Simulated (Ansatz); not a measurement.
Ideal-gas functions of CH3FOSe, SMILES `OC(F)[SeH]` at 800 K and 1 bar, from an Ansatz frequency run at PBE0-D4/def2-TZVP.

Molar mass 128.99 g/mol, point group C1 (symmetry number 1), electronic degeneracy 1, moments of inertia 53.574, 177.629, 219.852 u Å². Harmonic wavenumbers (cm⁻¹, unscaled): 166, 272, 301, 456, 571, 675, 757, 1041, 1160, 1233, 1338, 1424, 2455, 3142, 3802.

Use S(trans) = R[1.5 ln M + 2.5 ln T − 1.1517]; rotational temperatures θ = 24.2544 K / I; S(rot) = R[ln(√π/σ · √(T³/θAθBθC)) + 1.5]; for each mode x = 1.438777 ν̃/T, S = R[x/(eˣ − 1) − ln(1 − e⁻ˣ)] and H = RT x/(eˣ − 1); 1 cm⁻¹ = 0.0119627 kJ/mol; R = 8.31446 J/(mol·K).

**Question.** By hand: the entropy, in J/(mol·K).

**Answer.** Translation 190.0. Rotation: θ = 0.4527, 0.1365, 0.1103 K, giving 121.3. Vibration, mode by mode: 18.40, 14.34, 13.52, 10.19, 8.45, 7.19, 6.36, 4.22, 3.56, 3.21, 2.77, 2.45, 0.55, 0.19, 0.07, in all 95.5. Electronic 0.0. Sum 406.8 J/(mol·K).

**Question.** By hand: H − E and G − E in kJ/mol, counted from the electronic energy.

**Answer.** Zero-point energy ½ × 18793 × 0.0119627 = 112.4; thermal vibration 40.1; translation, rotation and pV give 4 RT = 26.6. H − E = 179.1 kJ/mol, and G − E = 179.1 − 800 × 406.8/1000 = -146.3 kJ/mol.

Vibration gives 23 % of the entropy. The sum counts one conformer and one mirror image; others add a mixing term.
